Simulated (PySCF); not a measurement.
Species: C6H9NO.
Cartesian coordinates in Å at the GFN2-xTB level; atoms count from 1:
```
atom  x, y, z in Å
C1    -2.1501    0.2855    0.6762
C2    -1.4399   -0.7918    0.3981
C3    -0.1336   -0.8471   -0.3393
C4     0.3366    0.4516   -0.9961
C5     1.1668    1.1436    0.0915
N6     1.6234    0.0341    0.8928
C7     0.9432   -1.1164    0.7247
O8     1.1370   -2.1492    1.3171
H9    -1.8725    1.2758    0.3580
H10   -3.0675    0.2161    1.2347
H11   -1.7677   -1.7585    0.7566
H12   -0.1651   -1.6816   -1.0433
H13   -0.4879    1.0664   -1.3485
H14    0.9754    0.2142   -1.8474
H15    2.0121    1.7010   -0.3200
H16    0.5579    1.8303    0.6935
H17    2.3251    0.1380    1.6072
```

A PySCF run (density fitting, gas phase, GFN2-xTB geometry) gave HOMO -8.13 eV, LUMO -2.13 eV, dipole 4.11 D and E = -372.322 Eh.

**Question.** Which of these levels was it?
A. wB97X/def2-SVPD
B. PBE0/def2-SVPD
C. WP04/def2-SVPD
D. B97-D/MINI
E. CAM-B3LYP/6-311G**

**Answer.** C. It is WP04/def2-SVPD. All candidates on this geometry:

```json
{"level and settings": "B97-D/MINI", "kind": "GGA", "basis functions": "49", "SCF cycles": "16", "E (Eh)": "-360.8529", "HOMO (eV)": "-6.56", "LUMO (eV)": "-2.48", "dipole (D)": "2.98"}
{"level and settings": "WP04/def2-SVPD, fitting basis def2-universal-jkfit, level shift 0.1 Eh", "kind": "global hybrid fitted to proton shifts", "basis functions": "235", "SCF cycles": "11", "E (Eh)": "-372.3222", "HOMO (eV)": "-8.13", "LUMO (eV)": "-2.13", "dipole (D)": "4.11"}
{"level and settings": "PBE0/def2-SVPD", "kind": "global hybrid", "basis functions": "235", "SCF cycles": "14", "E (Eh)": "-363.3648", "HOMO (eV)": "-7.07", "LUMO (eV)": "-0.07", "dipole (D)": "4.03"}
{"level and settings": "CAM-B3LYP/6-311G**", "kind": "range-separated hybrid", "basis functions": "198", "SCF cycles": "14", "E (Eh)": "-363.9344", "HOMO (eV)": "-8.24", "LUMO (eV)": "1.37", "dipole (D)": "3.81"}
{"level and settings": "wB97X/def2-SVPD, energy threshold 1e-06 Eh, level shift 0.2 Eh", "kind": "range-separated hybrid", "basis functions": "235", "SCF cycles": "9", "E (Eh)": "-363.6936", "HOMO (eV)": "-9.48", "LUMO (eV)": "2.10", "dipole (D)": "4.11"}
```

The nearest other candidate, by the summed differences of HOMO and LUMO, is B97-D/MINI: its HOMO differs by +1.57 eV and its LUMO by -0.35 eV. B97-D ran without the empirical dispersion term, which would shift the total energy alone. Cycle counts include a coarse-grid stage where the run had one. All basis functions are spherical, in the Pople sets too. WP04 was designed for NMR shieldings or shifts; total energies of different functionals aren't comparable.
